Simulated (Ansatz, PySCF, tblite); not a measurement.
Dissociation curve of MgH, doublet.

Methods: UKS-BP86/6-31G* = unrestricted BP86/6-31G*, spherical d (PySCF); GFN2-xTB, 300 K electronic temperature (tblite); UKS-B3LYP/6-31G* = unrestricted B3LYP/6-31G*, spherical d in PySCF 2.14.0; FCI = full CI/def2-TZVP, frozen core run with Ansatz (a quantum-chemistry and plane-wave program).

Energies relative to the lowest point of each curve near equilibrium, in kcal/mol; the last columns give the difference from FCI:

```csv
R / Å,UKS-BP86/6-31G*,GFN2-xTB,UKS-B3LYP/6-31G*,FCI,UKS-BP86/6-31G* − FCI,GFN2-xTB − FCI,UKS-B3LYP/6-31G* − FCI
1.31,32.5,26.5,31.6,30.6,1.9,-4.1,0.9
1.40,18.4,14.6,17.6,16.7,1.7,-2.1,0.9
1.48,10.1,8.2,9.4,8.7,1.4,-0.5,0.8
1.57,4.2,3.9,3.8,3.3,1.0,0.7,0.5
1.66,1.1,1.5,0.9,0.6,0.5,0.9,0.3
1.68,0.7,1.2,0.5,0.3,0.4,0.9,0.2
1.74,0.0,0.4,0.0,0.0,0.0,0.4,0.0
1.79,0.0,0.1,0.1,0.2,-0.2,-0.1,-0.2
1.85,0.4,0.0,0.6,1.0,-0.5,-1.0,-0.3
1.90,1.1,0.1,1.4,1.9,-0.8,-1.8,-0.5
2.00,3.2,0.7,3.7,4.4,-1.3,-3.8,-0.8
2.17,7.9,2.3,8.6,9.8,-1.9,-7.4,-1.2
2.36,13.7,5.7,14.4,15.9,-2.2,-10.3,-1.5
2.61,20.6,11.3,21.0,22.5,-1.8,-11.2,-1.5
2.87,26.2,18.0,25.9,26.4,-0.3,-8.4,-0.5
3.16,30.2,26.0,29.3,28.2,2.0,-2.2,1.1
3.47,32.7,34.6,31.2,28.7,3.9,5.8,2.5
3.82,34.0,43.4,32.2,28.8,5.2,14.5,3.4
4.26,34.7,52.2,32.6,28.8,5.9,23.3,3.8
4.69,34.9,—,32.8,28.8,6.1,—,4.0
5.25,35.1,—,32.9,28.8,6.3,—,4.1
6.08,35.1,—,33.0,28.8,6.3,—,4.2
6.94,35.1,—,33.0,28.8,6.3,—,4.2
```

UKS-BP86/6-31G* is furthest from FCI at 6.94 (6.3 kcal/mol, above); its mean absolute difference over the points is 2.5 kcal/mol.

GFN2-xTB is furthest from FCI at 4.26 (23.3 kcal/mol, above); its mean absolute difference over the points is 5.2 kcal/mol.

UKS-B3LYP/6-31G* is furthest from FCI at 6.94 (4.2 kcal/mol, above); its mean absolute difference over the points is 1.6 kcal/mol.

A dash means that the run gave no value there, or that the column was ended at a point which the program doubted or which failed a test of continuity chosen for this set; such a test can also cut sound points.
